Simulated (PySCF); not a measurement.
A GIAO shielding run with PySCF 2.14 (density fitting, non-relativistic, gas phase) on SMILES [Si@H]([C@@H](C#C)Cl)(OC)[SiH2]CCl, C5H10Cl2OSi2:

```
$ OMP_NUM_THREADS=1 python probes_run.py task.json out

{"job": {"kind": "nmr", "xc": "PBE0", "basis": "pcSseg-1"}, "charge": 0, "multiplicity": 1}
C     -1.012181    -2.459075    -0.740261
C     -0.844077    -1.392699    -1.261735
C     -0.692595    -0.088651    -1.833574
Cl    -2.323873     0.511066    -2.367092
Si     0.040787     1.189914    -0.562992
O     -0.803061     1.160174     0.815459
C     -2.179012     1.271237     1.069925
Si     2.136951     0.577726     0.172320
C      2.043341    -1.051759     1.177606
Cl     3.681752    -1.583756     1.645560
H     -1.138424    -3.407442    -0.310131
H     -0.099037    -0.150810    -2.746551
H     -0.127694     2.461291    -1.283797
H     -2.727093     0.480770     0.556219
H     -2.325230     1.174386     2.145750
H     -2.554743     2.239503     0.736027
H      2.796008     1.565645     1.032888
H      3.041999     0.318062    -0.953941
H      1.602188    -1.865186     0.604726
H      1.478847    -0.939718     2.100557
```

Hardware: 1 thread of an Arm Neoverse N1, shared host. The job also computes population analyses, field gradients.

Q: How large is the calculation?

A: 110 electrons, 248 basis functions and 1380 auxiliary functions.

Q: How long does it take, and how much memory does it need?

A: 2.1 min of wall time, with 14 SCF cycles and 5 response iterations; peak memory 1.1 GiB. Times on a shared host scatter by some tens of per cent.
